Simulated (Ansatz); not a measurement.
Cost and result for the atomization energy of ClHInO (`[O][InH][Cl]`) radical (4 atoms, 3 bonds).

The species carries charge 0 and has multiplicity 2. Correlated methods include outer-core shells of In, which these sets cover unevenly. In: def2 effective core potential. The structure was optimised at the PBE0-D4/def2-TZVP level. Program: Ansatz. Hardware: A = 2 threads of an AMD EPYC 7R13 on a shared host; B = 2 threads of an AMD EPYC 7R13 on a shared host and a share of an NVIDIA H100 80 GB. Times are those of one run each, without the atoms' runs, and a repeat can differ threefold. Electronic energies, without spin–orbit coupling; frozen cores. CCSD(T)/CBS adds CCSD(T) − MP2 in def2-TZVPP to the MP2 limit, and its time is that of the two runs behind it. T1 = 0.017; ⟨S²⟩ of the reference is 0.76. With those shells the extrapolation isn't a true limit. B3LYP takes the VWN-RPA correlation (the form of Gaussian; ORCA's B3LYP/G).

CCSD(T)/CBS is a level of theory with its own doubt, some kJ/mol a heavy atom from the limit and from the frozen cores, so smaller differences don't rank the functionals.

| level | functions | wall time |
| --- | --- | --- |
| revPBE-D4/def2-TZVPP [A] | 137 | 5.5 s |
| CCSD(T)/def2-TZVPP [B] | 137 | 5.5 s |
| CCSD(T)/def2-SVP [A] | 63 | 6.5 s |
| PBE-D4/def2-TZVPP (with forces) [A] | 137 | 7 s |
| CAM-B3LYP-D4/def2-TZVPP [A] | 137 | 8.5 s |
| PBE0-D4/def2-TZVPP [A] | 137 | 9.5 s |
| B3LYP-D4/def2-TZVPP (with forces) [A] | 137 | 9.5 s |
| BHLYP-D4/def2-TZVPP [A] | 137 | 9.5 s |
| CCSD(T)/def2-QZVPP [B] | 239 | 12 s |
| r2SCANh-D4/def2-TZVPP [A] | 137 | 14 s |
| PBE-QIDH/def2-TZVPP [A] | 137 | 15 s |
| CCSD(T)/CBS(def2) | – | 18 s |
| ωB97M-V/def2-TZVPP (with forces) [A] | 137 | 29 s |

Q: What atomization energy does each give, and how far from CCSD(T)/CBS? (Estimate.)

A: Computed: 
```tsv
level	atomization (kcal/mol)	difference from CCSD(T)/CBS	per bond
revPBE-D4/def2-TZVPP [A]	198.5	-5.2	-1.7
CCSD(T)/def2-TZVPP [B]	194.7	-9.0	-3.0
CCSD(T)/def2-SVP [A]	179.4	-24.3	-8.1
PBE-D4/def2-TZVPP (with forces) [A]	207.2	3.5	1.2
CAM-B3LYP-D4/def2-TZVPP [A]	201.3	-2.4	-0.8
PBE0-D4/def2-TZVPP [A]	199.9	-3.8	-1.2
B3LYP-D4/def2-TZVPP (with forces) [A]	197.5	-6.2	-2.1
BHLYP-D4/def2-TZVPP [A]	189.7	-14.0	-4.7
CCSD(T)/def2-QZVPP [B]	201.7	-2.0	-0.7
r2SCANh-D4/def2-TZVPP [A]	203.9	0.2	0.1
PBE-QIDH/def2-TZVPP [A]	198.0	-5.7	-1.9
CCSD(T)/CBS(def2)	203.7	0.0	0.0
ωB97M-V/def2-TZVPP (with forces) [A]	204.0	0.3	0.1
```

From PBE to PBE0 (25 % exact exchange), in def2-TZVPP and without D4, the atomization energy moves by −7.0 kcal/mol: exact exchange takes away binding that semilocal exchange gives to molecules. In def2-TZVPP, CCSD(T) changes the Hartree–Fock value by +63.5 kcal/mol (the triples alone add +5.5 kcal/mol) and MP2 by +65.5 kcal/mol; breaking electron pairs costs correlation energy, which Hartree–Fock lacks. The D4 term adds +2.9 kcal/mol with B3LYP and +1.5 kcal/mol with PBE0; it sums over pairs of atoms, weighted by their polarisabilities, and B3LYP, whose exchange is more repulsive, gets the larger term.

Spin–orbit coupling would lower the free In atoms strongly, and the atomization energy with them, by more than many differences here.
